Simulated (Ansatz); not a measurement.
Geometry optimisation, Ansatz 0.2.0, RKS PBE0/def2-SVP.

Input:

```yaml
crystal:
  periodic: [false, false, false]
  atoms:
    - { symbol: Sn, position_ang: [0.209842, 0.0, -0.090882] }
    - { symbol: H, position_ang: [0.116339, 0.0, 1.64194] }
    - { symbol: H, position_ang: [1.86793, 0.0, -0.518909] }
    - { symbol: H, position_ang: [-0.550608, 1.410472, -0.680377] }
    - { symbol: H, position_ang: [-0.550608, -1.410472, -0.680377] }
    - { symbol: Br, position_ang: [-3.148347, 0.0, 1.677092] }
    - { symbol: H, position_ang: [-1.696247, 0.0, 2.059612] }
basis:
  gaussian: { orbitals: def2-SVP }
hamiltonian:
  xc: pbe0
relax:
  f_tol: 0.03
  max_steps: 50
```

Launched with:

```bash
$ ansatz run input.yaml --threads 1 --pin off --max-ram 2048MiB --backend cpu --events-out ev --progress --plain --runs-dir out
```

Task: Where does it end, and by what steps?

Result: The run converged. The force dipped under the threshold on the way, but the program's further checks kept it going. After 6 steps the energy has fallen by 0.097 eV; H7 moved furthest, 0.47 Å.

```json
{"step": "0", "energy less start (eV)": "0.0000", "largest force component (eV/Å)": "1.445", "accepted": "yes"}
{"step": "1", "energy less start (eV)": "-0.0838", "largest force component (eV/Å)": "0.333", "accepted": "yes"}
{"step": "2", "energy less start (eV)": "-0.0945", "largest force component (eV/Å)": "0.062", "accepted": "yes"}
{"step": "3", "energy less start (eV)": "-0.0960", "largest force component (eV/Å)": "0.025", "accepted": "yes"}
{"step": "4", "energy less start (eV)": "-0.0965", "largest force component (eV/Å)": "0.016", "accepted": "yes"}
{"step": "5", "energy less start (eV)": "-0.0971", "largest force component (eV/Å)": "0.019", "accepted": "yes"}
{"step": "6", "energy less start (eV)": "-0.0973", "largest force component (eV/Å)": "0.017", "accepted": "yes"}
```

```xyz
7
Properties=species:S:1:pos:R:3
Sn 0.352 0.000 -0.197
H 0.159 0.000 1.510
H 2.023 0.000 -0.567
H -0.389 1.399 -0.840
H -0.389 -1.399 -0.840
Br -3.442 0.000 1.989
H -2.066 0.000 2.353
```

Whether the end is a true minimum wasn't checked by a vibrational analysis.

Time of the run: 15 s on 1 thread of Intel(R) Xeon(R) 6975P-C (Granite Rapids) (shared host), peak memory 0.2 GiB.
